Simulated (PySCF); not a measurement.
**Tb⁴⁴⁺ (terbium, charge +44) across methods**

[Ar] 3d3, high-spin 4F determinant. All numbers are calculated (PySCF 2.14, scalar relativity by spin-free X2C-1e, in an even-tempered Gaussian basis (18 s from 8.8 bohr⁻², ratio 2.5; 12 p from 11 bohr⁻², ratio 2.5; 7 d from 11 bohr⁻², ratio 2.5; 4 f from 42 bohr⁻², ratio 2.7; 3 g from 63 bohr⁻², ratio 2.7)).

```tsv
method	E (hartree)	mean ε 3p α (eV)	mean ε 3p β (eV)	mean ε 3d α (eV)	Σ⟨r²⟩ (bohr²)	⟨S²⟩
UHF	-10086.90077	-3894.5	-3860.4	-3564.9	0.6567	3.750
r2SCAN	-10088.58	-3833.6	-3815.4	-3510.2	0.6566	3.750
PBEsol	-10084.21	-3825.0	-3809.7	-3502.8	0.6568	3.750
PBE	-10088.17	-3825.8	-3810.7	-3503.8	0.6567	3.750
PBE0	-10088.12	-3843.4	-3823.7	-3519.4	0.6567	3.750
LDA	-10079.39	-3824.3	-3809.1	-3502.2	0.6571	3.750
```

(1) Estimate the same row for B3LYP.

Spin-orbit coupling is strong in this species (close to jj coupling), so the high-spin LS determinant is a model state, not a physical level.

## Answers

(1) E (hartree) = -10088.41; mean ε 3p α (eV) = -3839.9; mean ε 3p β (eV) = -3821.1; mean ε 3d α (eV) = -3516.7; Σ⟨r²⟩ (bohr²) = 0.6567; ⟨S²⟩ = 3.750.
